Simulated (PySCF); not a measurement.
Isomers of C4H7FO3S.

All values: PBE0/pcSseg-1 (PySCF) at GFN2-xTB geometries, gas phase, one conformer each.

Question: Rank by the highest Hirshfeld charge on any atom, lowest value first.
A. `[CH3:1][C@@H:2]1[O:3][S@@:4](=[O:5])[O:6][C@:7]1([CH3:8])[F:9]` with C1–C2–O3–S4 -119°, C2–O3–S4–O5 -132°, O3–S4–O6–C7 36°, S4–O6–C7–C8 -165°
B. `[CH3:1][C@:2]1([F:3])[CH2:4][CH2:5][S:6](=[O:7])(=[O:8])[O:9]1` with C1–C2–C4–C5 -166°, C2–C4–C5–S6 42°, C4–C5–S6–O7 -145°, C5–S6–O9–C2 10°
C. `[CH3:1][O:2]/[C:3]([F:4])=[CH:5]/[S:6]([CH3:7])(=[O:8])=[O:9]` with C1–O2–C3–F4 5°, C3–C5–S6–C7 66°
D. `[O:1]=[S:2](=[O:3])([CH2:4][F:5])[O:6][CH:7]1[CH2:8][CH2:9]1` with O1–S2–C4–F5 -159°, O1–S2–O6–C7 37°, S2–O6–C7–C8 173°

Answer: A (+0.460 e), C (+0.507 e), D (+0.543 e), B (+0.560 e).

Question: Rank by the lowest Hirshfeld charge on any atom, highest value first.
A. `[CH3:1][C@@H:2]1[C@H:3]([F:4])[CH2:5][O:6][S:7]1(=[O:8])=[O:9]` with C1–C2–C3–F4 -2°, C2–C3–C5–O6 -27°, C3–C5–O6–S7 47°, C5–O6–S7–O8 70°
B. `[CH3:1][CH2:2][C@@:3]1([F:4])[CH2:5][O:6][S@@:7](=[O:8])[O:9]1` with C1–C2–C3–F4 -62°, C2–C3–C5–O6 145°, C3–C5–O6–S7 5°, C5–O6–S7–O8 -131°, O6–S7–O9–C3 34°
C. `[CH3:1][C@@H:2]1[O:3][S@:4](=[O:5])[O:6][C@@:7]1([CH3:8])[F:9]` with C1–C2–O3–S4 -98°, C2–O3–S4–O5 103°, O3–S4–O6–C7 -18°, S4–O6–C7–C8 163°
D. `[CH3:1][O:2]/[C:3]([F:4])=[CH:5]/[S:6]([CH3:7])(=[O:8])=[O:9]` with C1–O2–C3–F4 5°, C3–C5–S6–C7 66°

Answer: B (-0.274 e), C (-0.284 e), A (-0.297 e), D (-0.331 e).

Question: Rank by the lowest IAO charge on any atom, highest value first.
A. `[CH3:1][C@@H:2]1[O:3][S@@:4](=[O:5])[O:6][C@@:7]1([CH3:8])[F:9]` with C1–C2–O3–S4 -86°, C2–O3–S4–O5 -134°, O3–S4–O6–C7 -3°, S4–O6–C7–C8 151°
B. `[CH3:1][C@:2]1([F:3])[CH2:4][CH2:5][S:6](=[O:7])(=[O:8])[O:9]1` with C1–C2–C4–C5 -166°, C2–C4–C5–S6 42°, C4–C5–S6–O7 -145°, C5–S6–O9–C2 10°
C. `[O:1]=[S:2](=[O:3])([CH2:4][F:5])[O:6][CH:7]1[CH2:8][CH2:9]1` with O1–S2–C4–F5 -159°, O1–S2–O6–C7 37°, S2–O6–C7–C8 173°
D. `[CH3:1][O:2]/[C:3]([F:4])=[CH:5]/[S:6]([CH3:7])(=[O:8])=[O:9]` with C1–O2–C3–F4 5°, C3–C5–S6–C7 66°
E. `[CH3:1][C@@H:2]1[O:3][S@:4](=[O:5])[O:6][C@@:7]1([CH3:8])[F:9]` with C1–C2–O3–S4 -98°, C2–O3–S4–O5 103°, O3–S4–O6–C7 -18°, S4–O6–C7–C8 163°

Answer: A (-0.767 e), E (-0.783 e), B (-0.863 e), C (-0.882 e), D (-0.899 e).

All values together:

| SMILES | μ (D) | HOMO (eV) | LUMO (eV) | lowest IAO charge (e) | highest IAO charge (e) | lowest Hirshfeld charge (e) | highest Hirshfeld charge (e) |
| --- | --- | --- | --- | --- | --- | --- | --- |
| CC[C@@]1(F)CO[S@](=O)O1 | 4.54 | -8.28 | -0.74 | -0.766 (O) | +1.480 (S) | -0.271 (O) | +0.460 (S) |
| C[C@@H]1O[S@@](=O)O[C@]1(C)F | 3.76 | -8.09 | -0.60 | -0.773 (O) | +1.492 (S) | -0.276 (O) | +0.460 (S) |
| C[C@@H]1[C@H](F)COS1(=O)=O | 4.35 | -8.99 | 0.55 | -0.861 (O) | +2.127 (S) | -0.297 (O) | +0.553 (S) |
| C[C@@H]1O[S@](=O)O[C@@]1(C)F | 3.32 | -8.26 | -0.73 | -0.783 (O) | +1.488 (S) | -0.284 (O) | +0.465 (S) |
| C[C@]1(F)CCS(=O)(=O)O1 | 5.19 | -8.90 | 0.77 | -0.863 (O) | +2.133 (S) | -0.306 (O) | +0.560 (S) |
| CO/C(F)=C/S(C)(=O)=O | 6.47 | -7.59 | -0.37 | -0.899 (O) | +2.029 (S) | -0.331 (O) | +0.507 (S) |
| C[C@@H]1O[S@@](=O)O[C@@]1(C)F | 4.96 | -8.16 | -0.63 | -0.767 (O) | +1.477 (S) | -0.272 (O) | +0.458 (S) |
| CC[C@@]1(F)CO[S@@](=O)O1 | 3.63 | -8.15 | -0.68 | -0.770 (O) | +1.490 (S) | -0.274 (O) | +0.464 (S) |
| C[C@@H]1[C@@H](F)COS1(=O)=O | 4.11 | -9.04 | 0.97 | -0.873 (O) | +2.133 (S) | -0.294 (O) | +0.555 (S) |
| O=S(=O)(CF)OC1CC1 | 4.25 | -8.55 | 0.68 | -0.882 (O) | +2.159 (S) | -0.301 (O) | +0.543 (S) |
| C=C[C@H](F)OS(C)(=O)=O | 3.16 | -8.44 | -0.50 | -0.869 (O) | +2.159 (S) | -0.299 (O) | +0.564 (S) |

Conformers: `[CH3:1][CH2:2][C@@:3]1([F:4])[CH2:5][O:6][S@:7](=[O:8])[O:9]1` with C1–C2–C3–F4 -62°, C2–C3–C5–O6 153°, C3–C5–O6–S7 -24°, C5–O6–S7–O8 123°, O6–S7–O9–C3 9°; `[CH3:1][C@@H:2]1[O:3][S@@:4](=[O:5])[O:6][C@:7]1([CH3:8])[F:9]` with C1–C2–O3–S4 -119°, C2–O3–S4–O5 -132°, O3–S4–O6–C7 36°, S4–O6–C7–C8 -165°; `[CH3:1][C@@H:2]1[C@H:3]([F:4])[CH2:5][O:6][S:7]1(=[O:8])=[O:9]` with C1–C2–C3–F4 -2°, C2–C3–C5–O6 -27°, C3–C5–O6–S7 47°, C5–O6–S7–O8 70°; `[CH3:1][C@@H:2]1[O:3][S@:4](=[O:5])[O:6][C@@:7]1([CH3:8])[F:9]` with C1–C2–O3–S4 -98°, C2–O3–S4–O5 103°, O3–S4–O6–C7 -18°, S4–O6–C7–C8 163°; `[CH3:1][C@:2]1([F:3])[CH2:4][CH2:5][S:6](=[O:7])(=[O:8])[O:9]1` with C1–C2–C4–C5 -166°, C2–C4–C5–S6 42°, C4–C5–S6–O7 -145°, C5–S6–O9–C2 10°; `[CH3:1][O:2]/[C:3]([F:4])=[CH:5]/[S:6]([CH3:7])(=[O:8])=[O:9]` with C1–O2–C3–F4 5°, C3–C5–S6–C7 66°; `[CH3:1][C@@H:2]1[O:3][S@@:4](=[O:5])[O:6][C@@:7]1([CH3:8])[F:9]` with C1–C2–O3–S4 -86°, C2–O3–S4–O5 -134°, O3–S4–O6–C7 -3°, S4–O6–C7–C8 151°; `[CH3:1][CH2:2][C@@:3]1([F:4])[CH2:5][O:6][S@@:7](=[O:8])[O:9]1` with C1–C2–C3–F4 -62°, C2–C3–C5–O6 145°, C3–C5–O6–S7 5°, C5–O6–S7–O8 -131°, O6–S7–O9–C3 34°; `[CH3:1][C@@H:2]1[C@@H:3]([F:4])[CH2:5][O:6][S:7]1(=[O:8])=[O:9]` with C1–C2–C3–F4 113°, C2–C3–C5–O6 -20°, C3–C5–O6–S7 44°, C5–O6–S7–O8 68°; `[O:1]=[S:2](=[O:3])([CH2:4][F:5])[O:6][CH:7]1[CH2:8][CH2:9]1` with O1–S2–C4–F5 -159°, O1–S2–O6–C7 37°, S2–O6–C7–C8 173°; `[CH2:1]=[CH:2][C@H:3]([F:4])[O:5][S:6]([CH3:7])(=[O:8])=[O:9]` with C1–C2–C3–F4 -5°, C2–C3–O5–S6 -164°, C3–O5–S6–C7 -86°.
